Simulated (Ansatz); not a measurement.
Relaxation of C3H9OPSi (15 atoms, charge 0, multiplicity 1), to a largest force component of 0.015 eV/Å in at most 40 steps.

The calculation used RKS revPBE-D4/STO-3G (Ansatz).

```xyz
15
Properties=species:S:1:pos:R:3
C -0.261 -1.895 -1.233
C 0.208 -0.762 -0.668
C 1.412 -0.839 0.177
O -0.305 0.478 -0.961
Si -0.256 1.838 -0.060
P -1.586 1.655 1.721
H 0.140 -2.835 -1.089
H -1.141 -1.756 -1.895
H 1.867 -1.837 0.242
H 2.230 -0.175 -0.166
H 1.212 -0.578 1.251
H 1.156 2.070 0.435
H -0.758 3.043 -0.848
H -1.203 0.348 2.106
H -2.734 1.194 1.020
```

Task: Where does it end, and by what steps?

Result: The forces met the threshold. Limits of this set-up: minimal basis. After 11 steps the energy has fallen by 0.784 eV; O4 moved furthest, 0.21 Å.

| step | energy less start (eV) | largest force component (eV/Å) | accepted |
| --- | --- | --- | --- |
| 0 | 0.0000 | 3.037 | yes |
| 1 | -0.4772 | 2.286 | yes |
| 2 | -0.7049 | 0.923 | yes |
| 3 | -0.7554 | 0.452 | yes |
| 4 | -0.7748 | 0.215 | yes |
| 5 | -0.7771 | 0.169 | yes |
| 6 | -0.7822 | 0.102 | yes |
| 7 | -0.7828 | 0.044 | yes |
| 8 | -0.7833 | 0.034 | yes |
| 9 | -0.7834 | 0.023 | yes |
| 10 | -0.7834 | 0.025 | yes |
| 11 | -0.7835 | 0.012 | yes |

```xyz
15
Properties=species:S:1:pos:R:3
C -0.316 -1.865 -1.283
C 0.194 -0.730 -0.728
C 1.381 -0.783 0.270
O -0.317 0.519 -1.167
Si -0.239 1.843 -0.016
P -1.510 1.593 1.805
H 0.110 -2.852 -1.054
H -1.152 -1.823 -1.998
H 1.735 -1.827 0.365
H 2.226 -0.155 -0.081
H 1.089 -0.426 1.280
H 1.144 2.135 0.366
H -0.732 2.957 -0.818
H -1.033 0.274 2.047
H -2.601 1.089 1.041
```

Time of the run: 44 s on 1 thread of Arm Neoverse V2 (shared host), peak memory 0.16 GiB.
